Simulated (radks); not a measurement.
Problem. Successive ionisation energies (eV) of one element, from differences of total energies of ions in their ground configurations, starting at charge 0: 11.747, 22.253, 34.008, 46.762, 72.927, 87.379, 282.08, 332.69, 386.04, 441.96, 500.22, 560.47, 649.60. Calculated with a radial shooting solver on a logarithmic mesh with Libxc functionals: non-relativistic Kohn-Sham, PBEsol, spin-unpolarised, spherical densities, point nucleus. Which element is it?

Solution. Sulfur (Z = 16). The first species listed is S in [Ne] 3s2 3p4, the last S12+ in [He] 2s2.
